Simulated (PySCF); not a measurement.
C$_{2}$H$_{10}$AlNO$_{2}$Si, singlet, geometry from GFN2-xTB (such geometries of metal compounds can be far from the true shape); CASSCF(4,5)/STO-3G in PySCF.

Here is a job for PySCF.
```python
from pyscf import gto, scf, mcscf
import numpy

mol = gto.Mole()
mol.atom = '''
    Si    2.506364   -0.640831    0.257895
    N     3.722000    0.290941   -0.535920
    C     0.844915    0.185193   -0.140333
    C    -0.329570   -0.636738    0.386321
    Al   -2.121576    0.195258    0.011303
    O    -3.452432   -0.642435    0.505111
    O    -2.161271    1.654358   -0.753951
    H     2.649386   -0.744558    1.723590
    H     2.615031   -1.980486   -0.326235
    H     4.677940   -0.019034   -0.479488
    H     3.688058    1.295591   -0.473006
    H     0.745132    0.315294   -1.218505
    H     0.805655    1.187890    0.289031
    H    -0.227542   -0.788770    1.463874
    H    -0.307009   -1.640278   -0.045507
    H    -4.232590   -1.102518    0.774763
    H    -2.159115    2.487458   -1.199745
'''
mol.basis = 'sto-3g'
mol.charge = 0
mol.spin = 0
mol.verbose = 4
mol.build()

mf = scf.RHF(mol)
mf.kernel()
mc = mcscf.CASSCF(mf, 5, 4)
mc.fix_spin_(ss=0.0)
mc.kernel()
occ = numpy.linalg.eigvalsh(mc.fcisolver.make_rdm1(mc.ci, mc.ncas, mc.nelecas))[::-1]
ss = mc.fcisolver.spin_square(mc.ci, mc.ncas, mc.nelecas)[0]
print('natural occupations', occ.round(4), ' <S^2>', round(ss, 4))
```

The log (banner, timings and long lists left out):

```
PySCF version 2.14.0

[INPUT] verbose = 4
[INPUT] num. atoms = 17
[INPUT] num. electrons = 72
[INPUT] charge = 0
[INPUT] spin (= nelec alpha-beta = 2S) = 0
[INPUT] symmetry False subgroup None
[INPUT] Mole.unit = angstrom
[INPUT] Symbol           X                Y                Z      unit          X                Y                Z       unit  Magmom
[...]
nuclear repulsion = 420.199431320847
number of shells = 35
number of NR pGTOs = 159
number of NR cGTOs = 53
basis = sto-3g
ecp = {}

******** <class 'pyscf.scf.hf.RHF'> ********
method = RHF
initial guess = minao
damping factor = 0
level_shift factor = 0
DIIS = <class 'pyscf.scf.diis.CDIIS'>
diis_start_cycle = 1
diis_space = 8
diis_damp = 0
SCF conv_tol = 1e-09
SCF conv_tol_grad = None
SCF max_cycles = 50
direct_scf = True
direct_scf_tol = 1e-13
Set gradient conv threshold to 3.16228e-05
Initial guess from minao.
init E= -807.101850245094
[...]
cycle= 1 E= -806.545845220017  delta_E= 0.556  |g|= 0.695  |ddm|= 4.84
[...]
cycle= 2 E= -806.71859121585  delta_E= -0.173  |g|= 0.146  |ddm|= 1.18
[...]
cycle= 3 E= -806.726563812188  delta_E= -0.00797  |g|= 0.0293  |ddm|= 0.242
[...]
cycle= 4 E= -806.727063603293  delta_E= -0.0005  |g|= 0.00603  |ddm|= 0.0728
[...]
cycle= 5 E= -806.727084056635  delta_E= -2.05e-05  |g|= 0.00148  |ddm|= 0.0144
[...]
cycle= 6 E= -806.727085697335  delta_E= -1.64e-06  |g|= 0.000429  |ddm|= 0.00432
[...]
cycle= 7 E= -806.727085836167  delta_E= -1.39e-07  |g|= 5.23e-05  |ddm|= 0.00147
[...]
cycle= 8 E= -806.727085838155  delta_E= -1.99e-09  |g|= 1.23e-05  |ddm|= 0.000157
[...]
cycle= 9 E= -806.727085838271  delta_E= -1.16e-10  |g|= 3.5e-06  |ddm|= 3.48e-05
[...]
Extra cycle  E= -806.727085838275  delta_E= -4.55e-12  |g|= 1.46e-06  |ddm|= 8.59e-06
converged SCF energy = -806.727085838275

******** <class 'pyscf.mcscf.mc1step.CASSCF'> ********
CAS (2e+2e, 5o), ncore = 34, nvir = 14
max_cycle_macro = 50
max_cycle_micro = 4
conv_tol = 1e-07
conv_tol_grad = None
orbital rotation max_stepsize = 0.02
orbital rotation threshold for CI restart = 0.01
augmented hessian ah_max_cycle = 30
augmented hessian ah_conv_tol = 1e-12
augmented hessian ah_linear dependence = 1e-14
augmented hessian ah_level shift = 1e-08
augmented hessian ah_start_tol = 2.5
augmented hessian ah_start_cycle = 3
augmented hessian ah_grad_trust_region = 3
kf_trust_region = 3
kf_interval = 4
ci_response_space = 4
ci_grad_trust_region = 3
with_dep4 0
natorb = False
canonicalization = True
sorting_mo_energy = False
[...]
CASCI E = -806.730118966794  S^2 = 0.0000000
[...]
macro iter  14 ( 21 JK    4 micro), CASSCF E = -806.754681585860  dE =  1.83221839e-04  S^2 = 0.0000000
               |grad[o]|=0.0113  |grad[c]|=0.0179  |ddm|=0.00851  |maxRot[o]|=0.0669
macro iter  15 ( 21 JK    4 micro), CASSCF E = -806.756429527586  dE = -1.74794173e-03  S^2 = 0.0000000
               |grad[o]|=0.0103  |grad[c]|=0.00439  |ddm|=0.00264  |maxRot[o]|=0.0543
macro iter  16 ( 21 JK    4 micro), CASSCF E = -806.756595990295  dE = -1.66462709e-04  S^2 = 0.0000000
               |grad[o]|=0.00763  |grad[c]|=0.00794  |ddm|=0.0044  |maxRot[o]|=0.0668
macro iter  17 ( 21 JK    4 micro), CASSCF E = -806.756717923214  dE = -1.21932919e-04  S^2 = 0.0000000
               |grad[o]|=0.00711  |grad[c]|=0.0115  |ddm|=0.0055  |maxRot[o]|=0.039
macro iter  18 (  7 JK    2 micro), CASSCF E = -806.758077194012  dE = -1.35927080e-03  S^2 = 0.0000000
               |grad[o]|=0.00687  |grad[c]|=0.00821  |ddm|=0.00511  |maxRot[o]|=0.0601
macro iter  19 (  6 JK    2 micro), CASSCF E = -806.758664758389  dE = -5.87564377e-04  S^2 = 0.0000000
               |grad[o]|=0.00425  |grad[c]|=0.00614  |ddm|=0.00284  |maxRot[o]|=0.0463
macro iter  20 ( 14 JK    4 micro), CASSCF E = -806.758785263748  dE = -1.20505359e-04  S^2 = 0.0000000
               |grad[o]|=0.00207  |grad[c]|=0.00236  |ddm|=0.000662  |maxRot[o]|=0.0603
macro iter  21 ( 14 JK    4 micro), CASSCF E = -806.758802103299  dE = -1.68395508e-05  S^2 = 0.0000000
               |grad[o]|=0.000914  |grad[c]|=0.00107  |ddm|=0.000448  |maxRot[o]|=0.045
macro iter  22 ( 10 JK    2 micro), CASSCF E = -806.758807954088  dE = -5.85078885e-06  S^2 = 0.0000000
               |grad[o]|=0.000393  |grad[c]|=0.000358  |ddm|=0.000125  |maxRot[o]|=0.0122
macro iter  23 (  5 JK    1 micro), CASSCF E = -806.758808757970  dE = -8.03882358e-07  S^2 = 0.0000000
               |grad[o]|=0.000137  |grad[c]|=0.000376  |ddm|=5.57e-05  |maxRot[o]|=0.00393
macro iter  24 (  4 JK    1 micro), CASSCF E = -806.758808816419  dE = -5.84489044e-08  S^2 = 0.0000000
               |grad[o]|=3.72e-05  |grad[c]|=0.000217  |ddm|=2.72e-05  |maxRot[o]|=0.00384
1-step CASSCF converged in  24 macro (386 JK  81 micro) steps
CASSCF canonicalization
Density matrix diagonal elements [1.98153075e+00 1.97462724e+00 2.49034166e-02 1.74720145e-02
 1.46657750e-03]
CASSCF energy = -806.758808816419
CASCI E = -806.758808816419  E(CI) = -4.08416415719648  S^2 = 0.0000000
natural occupations [1.9818e+00 1.9749e+00 2.4600e-02 1.8000e-02 6.0000e-04]  <S^2> 0.0
```
